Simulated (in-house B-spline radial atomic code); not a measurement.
# LDA VWN5 excitations of Li II (Li+)

Method: LDA VWN5. Computed with an all-electron radial atomic-structure program (B-spline basis): linear response of the closed shell 1s2 with the functional's adiabatic kernel; scalar-relativistic (spin-free one-electron X2C), finite nucleus, no spin-orbit coupling, no double excitations, S, P, D and F terms only.

Command:
```bash
python run_td.py task.json out
```
Settings (radii: box in bohr, nucleus in fm):
```
Z                        3
electrons                2
configuration            1s2
hamiltonian              x2c
method                   lda,vwn
box_radius               41.61
rms_radius               2.444
intervals                77
```

Run time, properties included: 0.3 s on 1 thread of Arm Neoverse N1 (shared host).

The lowest states, in the order of their Tamm-Dancoff energies; the method's threshold (minus the highest occupied level) is 59.60 eV. Labels give the largest channel, * marks a mixed state, and oscillator strengths are full-response dipole values. Measured ¹D terms are left out, since they can mix with doubly excited terms. Semilocal kernels can invert the small singlet-triplet splittings of Rydberg terms. Energies in eV:

```
     state  full response  Tamm-Dancoff  oscillator strength  measured (J-weighted term)
1s → 2s 3S          52.60         52.62                    -                      59.021
1s → 2s 1S              ?             ?                    -                           -
1s → 2p 3P          54.70         54.71                    -                      61.281
1s → 2p 1P          55.00         55.01                0.235                      62.216
1s → 3s 3S              ?             ?                    -                           ?
1s → 3s 1S          57.51         57.52                    -                      69.279
1s → 3p 3P          57.75         57.75                    -                      69.369
```

Problem. Where does 1s → 3s 3S lie?

Solution. At 57.31 eV in full response, 57.31 eV in Tamm-Dancoff; measured 68.781 eV.

Problem. Where does 1s → 2s 1S lie?

Solution. At 53.69 eV in full response, 53.73 eV in Tamm-Dancoff.

Problem. How large is the singlet-triplet splitting of 1s → 2s (S terms) in Tamm-Dancoff?

Solution. 1.11 eV, from the unrounded values.

Problem. What polarisabilities and dispersion coefficient does the method give?

Solution. Dipole 0.2149 bohr³, quadrupole 0.1429 bohr⁵, C6 0.09109 hartree·bohr⁶ for two such species.
